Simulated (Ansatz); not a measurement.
NiF₂. The state is a triplet with charge 0. Geometry PBE-D4/def2-TZVP; atoms count from 1.

```xyz
3

Ni    0.000    0.000    0.000
F    -0.973   -1.316   -0.497
F     0.974    1.316    0.497
```

Question: Estimate the Mulliken populations from the PBE0/def2-TZVP orbitals of Ansatz.

Answer: 
```tsv
atom	charge (e)	spin (α − β)	d electrons
Ni1	0.96	1.70	8.28
F2	-0.48	0.15	–
F3	-0.48	0.15	–
```
Mulliken values depend strongly on the basis.

Question: Where does the spin sit?

Answer: Summed by element: Ni 1.70, F 0.30, of 2 unpaired in all. Largest on single atoms: Ni1 1.70, F2 0.15, F3 0.15.

Question: And the Mayer bond orders between heavy atoms (over 0.3)?

Answer: Ni1–F2 0.91 (1.71 Å); Ni1–F3 0.91 (1.71 Å).
